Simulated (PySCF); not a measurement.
Computed Raman spectrum (relative Raman activity) of a molecule C3H9NSi. The structure is a stationary point at r2SCAN-D4/def2-SVP. The values are those of a single conformer. Computed with r2SCAN-D4/def2-SVP run with PySCF. Frequencies are harmonic and unscaled.

Lines under 2 % of the strongest are left out, and lines within 2 cm⁻¹ are merged.

ν (cm⁻¹): 418 (vw), 648 (w), 679 (vw), 695 (w), 873 (vw), 903 (vw), 950 (w), 1327 (w), 1398 (m), 1422 (w), 1426 (vw), 1445 (w), 1458 (w), 1703 (w), 2193 (s), 2198 (vs), 2887 (s), 2958 (vs), 3045 (s), 3082 (s), 3107 (s), 3155 (s) (against the strongest line: vs over 80 %, s over 45 %, m over 15 %, w over 4 %, vw less)

**Question.** Identify the compound among the candidates.
(A) C[Si]N(C)C
(B) C/C=C/[SiH2]N
(C) [SiH3]NC1CC1
(D) C/N=C/[SiH2]C

**Answer.** D, C/N=C/[SiH2]C
